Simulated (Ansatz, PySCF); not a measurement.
Molecule: SnI, charge 0, multiplicity 2. SMILES: [Sn][I]
Geometry from a B3LYP-D3(BJ)/def2-TZVP (Ansatz, a first-principles code) optimisation:
```xyz
2

Sn     0.0000     0.0000    -1.4135
I      0.0000     0.0000     1.3335
```
Charge 0, spin multiplicity 2.

Unscaled harmonic wavenumbers (cm⁻¹) in rising order, each level at the stationary point that it reaches from this structure (no distance between atoms moves by over 0.3 Å); the order of modes can differ between levels, and a negative number is imaginary. B3LYP-D3(BJ)/def2-TZVP (PySCF, at the structure above): 188.

HF/3-21G (Ansatz): 169. Zero-point energy 0.2 against 0.3 kcal/mol.

B3LYP/LANL2DZ (Ansatz): 171. Zero-point energy 0.2 against 0.3 kcal/mol.
